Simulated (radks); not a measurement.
All-electron atom: the nitrogen ion N4+ in [He] 2s1. Calculated with a radial shooting solver on a logarithmic mesh with Libxc functionals: non-relativistic Kohn-Sham, LB94 model potential, spin-polarised, spherical densities, point nucleus; open shells are filled with parallel spins first.

Unscreened Slater integrals over Kohn-Sham orbitals (hartree). They are taken over the spin-up orbitals.

F0(2s,2s): 0.85817
F0(2s,1s): 1.2001
G0(2s,1s): 0.10488
F0(1s,1s): 4.1466
